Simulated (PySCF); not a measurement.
C3H8O2Si, SMILES C=C[Si@@H](O)OC.

The structure is a stationary point at PBE0-D3(BJ)/def2-SVP. The structure was generated by enumeration; whether it is a known compound was not checked. Other conformers were not sampled.

The numbers are results of SMD-B3LYP/def2-SVP (PySCF), not measurements.

Solvation free energies are E(SMD) − E(gas) at the gas-phase geometry, for 1 M in both phases. In vacuum the dipole moment is 1.16 D.

Computed solvation free energies in water, ethylethanoate, 2-propanol:
```
solvent         ΔG(solv) (kcal/mol)  its non-electrostatic (CDS) part  dipole (D)
--------------  -------------------  --------------------------------  ----------
water                          -2.5                               5.1        1.41
ethylethanoate                 -3.2                              -0.3        1.31
2-propanol                     -4.7                               1.6        1.40
```
